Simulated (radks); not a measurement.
Problem. These are the eigenvalues of the occupied orbitals of an atom or ion with whole-number occupations (hartree). Calculated with a radial shooting solver on a logarithmic mesh with Libxc functionals: non-relativistic Kohn-Sham, exchange-only PBE, spin-polarised, spherical densities, point nucleus.

| orbital | eigenvalue |
|---|---|
| 1s down | -255.4483 |
| 1s up | -255.4478 |
| 2s up | -30.27117 |
| 2s down | -30.19523 |
| 2p up | -26.20619 |
| 2p down | -26.14971 |
| 3s up | -4.07431 |
| 3s down | -3.89686 |
| 3p up | -2.88824 |
| 3p down | -2.71380 |
| 3d up | -0.97369 |
| 3d down | -0.81506 |

Which element is it, and in what charge state? The configuration may be excited. Open shells, if any, are filled with parallel spins first.

Solution. Z = 26, iron, charge +2: Fe2+ in [Ar] 3d6. The list shows which subshells hold electrons but not how many an open one holds; the 1s level, -255.45 hartree, gives Z - s = 22.6 by -(Z - s)^2/2, which with screening narrows Z to a few neighbours, and the depths of the outer levels then fix element, charge and occupations together.
